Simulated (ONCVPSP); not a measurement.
How hard is this Lu (Z = 71) ONCV potential?

lutetium, optimised norm-conserving Vanderbilt (ONCV), made with ONCVPSP 4.0.1 (PBE, scalar-relativistic). Core [Kr] 4d10, reference 4f14 5s2 5p6 5d1 6s2. Waves: 5s+6s: rc 1.55 bohr, ncon 5, nbas 8, qcut 6.7 1/bohr, 2 projectors; 5p: rc 1.30 bohr, ncon 4, nbas 7, qcut 6.6 1/bohr, 2 projectors, debl 2.5 Ha; 5d: rc 2.90 bohr, ncon 5, nbas 10, qcut 6.3 1/bohr, 2 projectors, debl 1.2 Ha; 4f: rc 1.15 bohr, ncon 4, nbas 8, qcut 16.7 1/bohr, 2 projectors, debl 0.7 Ha. Local part: polynomial inside 0.75 bohr (lpopt 2, dvloc0 3 Ha). Core correction: Teter function fitted to the true core (icmod 2), fcfact 0.5.

For each optimised wave give the share of its norm inside rc, the residual kinetic energy above qcut (Ha) and the cutoffs (Ha) for errors of 10, 1, 0.1 and 0.01 mHa per electron.

| wave | norm inside rc | residual KE | 10 mHa | 1 mHa | 0.1 mHa | 0.01 mHa |
| --- | --- | --- | --- | --- | --- | --- |
| 5s | 0.844 | 1.1e-03 | 17.7 | 23.4 | 62.2 | 73.4 |
| 6s | 0.037 | 1.9e-04 | 13.2 | 18.9 | 24.4 | 59.1 |
| 5p | 0.474 | 3.3e-03 | 18.1 | 39.9 | 80.1 | 93.5 |
| p projector 2 | 0.058 | 1.3e-03 | 13.9 | 22.5 | 63.7 | 116.2 |
| 5d | 0.593 | 1.4e-09 | 7.2 | 10.0 | 12.4 | 14.4 |
| d projector 2 | 0.207 | 1.8e-08 | 8.3 | 11.1 | 13.6 | 15.7 |
| 4f | 0.872 | 3.1e-06 | 97.4 | 110.6 | 120.7 | 130.9 |
| f projector 2 | 0.006 | 8.5e-09 | 59.4 | 82.0 | 99.3 | 113.1 |

The occupied waves need 111 Ha and 121 Ha for 1 and 0.1 mHa. Rows with under 1 % of the norm inside rc give no meaningful cutoff. Note: ghosts flagged at negative energy: d at -279.3 eV; GHOST(+) flagged for s at 20.1 eV. A true bound ghost makes a file unfit for plane-wave use. 2 of 4 tests not solved or not reliable.
